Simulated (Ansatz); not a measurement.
Ansatz results at the PBE0-D4/def2-TZVP geometry: size of the dipole moment (PBE/def2-TZVPP) 4.03 D; zero-point energy (PBE0-D4/def2-TZVP) 85.2 kJ/mol; HOMO energy (B3LYP/def2-TZVPP) -9.97 eV.

Q: Which molecule gave them?
A. `C[O][GeH2][C]#N`
B. `[CH3][GeH]([Cl])[I]`
C. `[OH][GeH]([F])[SiH3]`
D. `N#[C][GeH2][C]#N`

A: D. The others give `C[O][GeH2][C]#N`: 4.53, 173.3, -8.23; `[OH][GeH]([F])[SiH3]`: 1.73, 128.3, -8.35; `[CH3][GeH]([Cl])[I]`: 2.36, 123.1, -7.47.

B3LYP here is the variant with VWN-RPA as its local correlation; programs differ in this.
